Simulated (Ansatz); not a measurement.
Br$_{3}$ClGe, SMILES `[Cl][Ge]([Br])([Br])[Br]` at its PBE0-D4/def2-TZVP geometry, where that method's forces vanish. Charge 0, multiplicity 1.

```xyz
5

Cl   -0.1033    1.6138    1.4101
Ge   -0.0010    0.0158    0.0138
Br   -0.2472   -1.9570    1.1226
Br   -1.6693    0.2576   -1.5159
Br    2.0208    0.0698   -1.0307
```

(1) What forces (eV/Å) does r2SCAN-D4/def2-TZVPP give on these atoms in the Gaussian-basis code of Ansatz? (Best estimate.)

## Answers

(1) Ansatz gave: 
```
Cl1 -0.004  0.059  0.051
Ge2  0.001 -0.010 -0.009
Br3 -0.008 -0.064  0.040
Br4 -0.057  0.011 -0.050
Br5  0.068  0.005 -0.033
```
